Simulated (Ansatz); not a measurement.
The molecule BaBr, multiplicity 2 (the spin of the measured ground state). No spin–orbit coupling. Br is treated without relativity.

D_e counts from the fitted minimum to each atom's lowest state at the same level, without counterpoise.

Correlated levels freeze the inner cores; with def2 sets outer-core shells near the valence are correlated too.

The values were computed with Ansatz (Gaussian orbitals).  In def2 rows elements past Kr take small-core potentials, without spin–orbit coupling.

PBE/def2-TZVPP gives 98.48 kcal/mol for the bond energy D_e.

Task: Where do these levels fall relative to PBE: r2SCAN/def2-TZVPP, PBE0/def2-TZVPP, wB97M-V/def2-TZVPP, B2PLYP/def2-TZVPP, CCSD(T)/def2-QZVPP.

Result: r2SCAN/def2-TZVPP 6.95; PBE0/def2-TZVPP 0.09; wB97M-V/def2-TZVPP -6.04; B2PLYP/def2-TZVPP -3.90; CCSD(T)/def2-QZVPP -2.12 kcal/mol. 2 of 5 lie above PBE; the widest gap is to r2SCAN/def2-TZVPP.

Ansatz is an electronic-structure program.
